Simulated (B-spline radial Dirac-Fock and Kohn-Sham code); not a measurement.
# Dipole and non-dipole photoemission parameters of Ar 3p3/2

System: the Ar atom, [Ne] 3s2 3p6; threshold 13.84 eV (orbital energy of the model). Calculated with an atomic code on a B-spline grid, using Dirac-Hartree-Slater photoionisation with a Latter tail; cross sections with all multipoles, angular parameters from the dipole term and its interference with E2.

Input file task.json (cfg lists n, l and occupation; rrms is the nuclear radius in fm):

```json
{"items": [{
  "Z": 18,
  "q": 0,
  "cfg": [[1, 0, 2], [2, 0, 2], [2, 1, 6], [3, 0, 2], [3, 1, 6]],
  "A": 40,
  "rrms": 3.4274,
  "do": "xps",
  "hv": [67.1, 71.3, 80, 100, 227.0, 258.0, 318.0, 357.0, 448.0, 600, 646.0, 694.0, 836.0, 1000, 1060.0, 1670.0, 2220.0, 2300.0, 2700.0, 2984.4, 4000, 4010.0, 4670.0, 5520.0, 7590.0, 8510.0, 11500.0, 12000, 12200.0, 15000],
  "edges": {"K": 3205.9, "L1": 326.3, "L2": 250.6, "L3": 248.4}
}]}
```

Run with: `python xray2_run.py task.json out`

For linearly polarised light dσ/dΩ = σ/(4π) [1 + β P₂(cos θ) + (δ + γ cos²θ) sin θ cos φ], with θ from the polarisation vector and φ the angle between the beam and the projection of the electron momentum on the plane normal to the polarisation.

```
hν (eV)    σ (kb)      β       γ       δ
   67.1       694  0.829   0.061  -0.012
   71.3       713  0.942   0.044  -0.010
     80       723  1.116   0.019  -0.007
    100       656  1.343  -0.011  -0.004
    227       211  1.621   0.019   0.005
    258       165  1.626   0.038   0.006
    318       108  1.622   0.078   0.007
    357      84.5  1.612   0.103   0.008
    448      50.4  1.582   0.161   0.010
    600      25.0  1.521   0.246   0.014
    646         ?      ?       ?       ?
    694      17.3  1.484   0.292   0.017
    836      10.7  1.429   0.354   0.021
   1000      6.58  1.370   0.416   0.027
   1060      5.61  1.349   0.437   0.029
   1670      1.51  1.169   0.605   0.049
   2220     0.629  1.042   0.706   0.069
   2300     0.563  1.026   0.718   0.072
   2700     0.338  0.952   0.771   0.086
 2984.4     0.245  0.905   0.803   0.096
   4000    0.0930  0.769   0.891   0.129
   4010    0.0922  0.768   0.892   0.130
   4670    0.0551  0.700   0.937   0.150
   5520    0.0310  0.626   0.986   0.175
   7590    0.0101  0.494   1.071   0.232
   8510   0.00667  0.450   1.100   0.255
  11500   0.00222  0.343   1.176   0.322
  12000   0.00189  0.329   1.186   0.332
  12200   0.00178  0.323   1.191   0.336
  15000  0.000823  0.258   1.243   0.391
```

Problem. Give the values at 646 eV.

Solution. σ = 20.8 kb, β = 1.503, γ = 0.269, δ = 0.016.
